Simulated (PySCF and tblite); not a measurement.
Results of a calculation; reference values are marked as such.
Stationary points of C7H9B at PBE0-D3(BJ)/def2-SVP, in Å:

Structure A

```
 1 B    -0.897   -0.257    1.112
 2 C    -1.161   -0.288   -0.489
 3 C    -0.736    1.054   -1.030
 4 C     0.268    1.645   -0.353
 5 C     0.855    0.921    0.768
 6 C     1.202   -0.423    0.737
 7 C     1.026   -1.291   -0.421
 8 C    -0.145   -1.231   -1.083
 9 H    -1.327    0.671    1.770
10 H    -0.817   -1.304    1.725
11 H    -2.194   -0.549   -0.761
12 H    -1.183    1.503   -1.922
13 H     0.644    2.643   -0.593
14 H     1.179    1.497    1.641
15 H     1.774   -0.807    1.587
16 H     1.836   -1.970   -0.700
17 H    -0.329   -1.802   -1.998
```

Structure B

```
 1 B    -0.852   -0.414    1.116
 2 C    -1.097   -0.324   -0.634
 3 C    -0.786    1.056   -0.890
 4 C     0.394    1.655   -0.450
 5 C     1.117    0.992    0.540
 6 C     0.899   -0.390    0.866
 7 C     1.014   -1.333   -0.302
 8 C    -0.048   -1.298   -1.100
 9 H    -1.273    0.560    1.719
10 H    -1.219   -1.490    1.556
11 H    -2.131   -0.585   -0.899
12 H    -1.554    1.714   -1.317
13 H     0.570    2.716   -0.638
14 H     1.768    1.603    1.179
15 H     1.429   -0.704    1.776
16 H     1.924   -1.913   -0.481
17 H    -0.154   -1.844   -2.042
```

The path came from a restrained scan, a climbing-image band and a saddle search at GFN2-xTB; energies are PBE0/pcSseg-1 + D3(BJ), IEF-PCM water//PBE0-D3(BJ)/def2-SVP, thermal terms GFN2-xTB.

Problem. Which structure is a saddle point, and along which motion?

Solution. B: one imaginary mode (368i cm⁻¹ at GFN2-xTB, mostly on C2, C6, H14), along the shift of B1 from C2 to C6.

Problem. Give their symmetry and energies above the lowest.

Solution. A Cs, 0.0 kcal/mol; B Cs, 9.8 kcal/mol.
